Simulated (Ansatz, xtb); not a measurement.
Isomers of BFH6NOSn+ in order of energy

4 gas-phase structures of BFH6NOSn+, found in a search over its isomers (lower ones may exist). Each was relaxed with GFN2-xTB; where two conformers were screened, the lower at r2SCAN-D4/def2-SVP is listed:

A. a singlet given by its coordinates
B. `NB(F)[OH+][SnH3]`, a singlet
C. a singlet given by its coordinates
D. `OB(F)[NH2+][SnH3]`, a singlet

C (Å):

```xyz
11

B     0.9708   -0.4691    1.6516
F     1.8637    0.3654    2.1336
N    -0.3993    0.3130    1.3696
O     1.0492   -1.7031    1.4019
Sn    2.3134   -3.4077    1.4223
H    -0.7721    0.6814    2.2490
H    -1.0936   -0.3015    0.9394
H    -0.2187    1.1101    0.7530
H     2.2202   -3.6453   -0.2260
H     3.7254   -2.7901    2.0676
H     1.3004   -4.2939    2.4067
```

Close contacts (Å): B1–F2 1.31, B1–N3 1.60, B1–O4 1.26, O4–Sn5 2.12, N3–H6 1.02, N3–H7 1.02, N3–H8 1.02, Sn5–H9 1.67, Sn5–H10 1.67, Sn5–H11 1.67.

A (Å):

```xyz
11

B    -0.6078   -0.5263    0.9489
F    -0.8037   -1.7867    1.3633
N    -1.6306    0.3633    0.7763
O     0.7512   -0.3141    0.7410
Sn    2.0323   -2.2796    1.2034
H    -1.5430    1.3171    0.4701
H    -2.5860    0.1012    0.9577
H     1.0221    0.5558    0.4364
H     3.4290   -1.4031    0.7997
H     1.3140   -3.2557    0.0313
H     1.6036   -2.4242    2.8281
```

Close contacts (Å): B1–F2 1.34, B1–N3 1.37, B1–O4 1.39, O4–Sn5 2.39, N3–H6 1.01, N3–H7 1.01, O4–H8 0.96, Sn5–H9 1.70, Sn5–H10 1.69, Sn5–H11 1.69.

Question: Estimate their order in r2SCAN-D4/def2-SVP energy at these geometries, lowest first.

Answer: Calculated order at r2SCAN-D4/def2-SVP: C (0.0), D (9.2), A (30.5), B (37.9) kJ/mol.

Energies above the lowest of each column, in kJ/mol; the last columns are at B3LYP-D3(BJ)/def2-SVP geometries (a dash: not run or not comparable):

| structure | GFN2-xTB | HF/STO-3G | r2SCAN-D4/def2-SVP | B3LYP-D3(BJ)/def2-SVP | CCSD(T)/def2-SVP + ΔMP2/def2-TZVPP |
| --- | --- | --- | --- | --- | --- |
| C | 0.0 | 11.5 | 0.0 | 0.0 | 0.0 |
| D | 25.4 | 0.0 | 9.2 | 9.3 | 12.3 |
| A | 8.5 | 49.7 | 30.5 | 26.4 | 30.3 |
| B | 31.6 | 23.8 | 37.9 | 37.5 | – |

CCSD(T)/def2-SVP + ΔMP2/def2-TZVPP puts C lowest of those it was run on; HF/STO-3G picks D. Flexible structures stand in one conformer each, not always the lowest. C keeps a small imaginary mode. Frequencies (B3LYP-D3(BJ)/def2-SVP) were run for A, C, D alone. Atoms past krypton carry core potentials in the def2 sets, without spin–orbit terms. ΔMP2 is the change of the MP2 energy from the smaller to the larger basis.

Over these structures GFN2-xTB departs from r2SCAN-D4/def2-SVP by 11.1 kJ/mol on average once a common shift is removed. A GFN2-xTB relaxation took about 0.15 s and the r2SCAN-D4/def2-SVP energy about 2.3 s on a shared host (Ansatz 0.2.0, xtb 6.7.1).
